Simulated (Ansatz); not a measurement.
Species: C₆H₉FSi, charge 0, multiplicity 1. 
Structure (B3LYP-D3(BJ)/def2-TZVP (Ansatz, a program for electronic structure) minimum search):
```xyz
17

C     -0.4004     2.0901     1.4508
C     -0.7606     1.5742     0.2769
Si     0.0761     0.1098    -0.4985
F      0.3143     0.4534    -2.0585
C      1.7382    -0.2005     0.2675
C      1.9911    -1.2196     1.0869
C     -0.9974    -1.4022    -0.4149
C     -2.0402    -1.5188     0.4054
H     -0.9150     2.9351     1.8963
H      0.4310     1.6857     2.0186
H     -1.6032     2.0242    -0.2443
H      2.5450     0.4975     0.0529
H      2.9652    -1.3727     1.5399
H      1.2286    -1.9488     1.3399
H     -0.7515    -2.2472    -1.0550
H     -2.6441    -2.4191     0.4528
H     -2.3356    -0.7120     1.0680
```

Quantity: atomisation energy (electronic, to ground-state atoms), in kJ/mol. Cores are frozen in the correlated levels unless marked. UHF or UKS for open shells. No spin-orbit coupling. Non-relativistic. The coupled-cluster limit lacks core correlation, which all-electron functionals hold. CBS(X,Y): correlation extrapolated as X^-3; Hartree-Fock from the larger set. [CCSD(T)-MP2]/basis is that difference in the basis named.

```
level                                                                             program  atomisation energy (kJ/mol)  minus last row
-------------------------------------------------------------------------  --------------  ---------------------------  --------------
SVWN5/def2-TZVPD                                                                   Ansatz                       8240.0           977.3
BLYP-D4/def2-TZVPD                                                         Ansatz + dftd4                       7247.3           -15.4
BLYP/def2-TZVPD                                                                    Ansatz                       7153.2          -109.5
r2SCAN-D3(BJ)/def2-TZVPD                                                   Ansatz + dftd3                       7272.7            10.0
B97M-V/def2-TZVPD                                                                  Ansatz                       7259.7            -3.0
B3LYP-D3(BJ)/def2-TZVPD                                                    Ansatz + dftd3                       7264.3             1.6
PBE0/def2-TZVPD                                                                    Ansatz                       7257.9            -4.8
r2SCANh-D4/def2-TZVPD                                                      Ansatz + dftd4                       7229.9           -32.8
r2SCAN0-D4/def2-TZVPD                                                      Ansatz + dftd4                       7171.0           -91.7
CAM-B3LYP-D3(BJ)/def2-TZVPD                                                Ansatz + dftd3                       7276.5            13.8
RI-MP2/aug-cc-pV(Q+d)Z                                                             Ansatz                       7337.3            74.6
SCS-MP2/cc-pV(D+d)Z                                                                Ansatz                       6752.6          -510.1
CCSD(T)/aug-cc-pV(D+d)Z                                                            Ansatz                       6768.2          -494.5
RI-MP2/CBS(cc-pV(T+d)Z,cc-pV(Q+d)Z)+[CCSD(T)-MP2]/cc-pV(D+d)Z                      Ansatz                       7262.0            -0.7
RI-MP2/CBS(aug-cc-pV(T+d)Z,aug-cc-pV(Q+d)Z)+[CCSD(T)-MP2]/aug-cc-pV(T+d)Z          Ansatz                       7262.7             0.0
```
